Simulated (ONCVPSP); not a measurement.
**Reading a pseudo-wave (copper)**

Columns: radius, all-electron u(r) and pseudo u(r) of the 3d shell (level -13.53 eV) of copper in the configuration [Ne] 3s2 3p6 3d10; revPBE, scalar-relativistic, ONCV scheme, ONCVPSP 4.0.1.

```tsv
r (bohr)	all-electron	pseudo
0.057	0.0280	0.0075
0.115	0.1398	0.0534
0.172	0.3017	0.1509
0.230	0.4766	0.2999
0.288	0.6341	0.4919
0.345	0.7601	0.7017
0.402	0.8548	0.8874
0.460	0.9209	1.0033
0.518	0.9599	1.0342
0.575	0.9768	1.0160
0.632	0.9773	0.9890
0.690	0.9652	0.9666
0.747	0.9445	0.9445
0.805	0.9174	0.9174
0.862	0.8869	0.8869
0.920	0.8536	0.8536
0.977	0.8197	0.8197
1.035	0.7849	0.7849
1.092	0.7509	0.7509
1.150	0.7170	0.7170
1.208	0.6841	0.6841
1.265	0.6528	0.6528
1.322	0.6226	0.6226
1.380	0.5932	0.5932
1.438	0.5651	0.5651
1.495	0.5387	0.5387
```

Problem. How many radial nodes do the two functions have?

Solution. The all-electron 3d function has n − l − 1 = 0; the pseudo-wave has 0.

Problem. At about which radius was the pseudo-wave matched?

Solution. 0.80 bohr, where the columns begin to agree (steps of 0.06 bohr).

Problem. Where does each function peak?

Solution. Outermost all-electron maximum near 0.63 bohr, pseudo maximum near 0.52 bohr (to the table’s step).

Problem. Is the pseudo-wave norm-conserving?

Solution. Yes: the ONCV scheme keeps the norm inside the radius equal to the all-electron one, which fixes the energy derivative of the logarithmic derivative at the level.
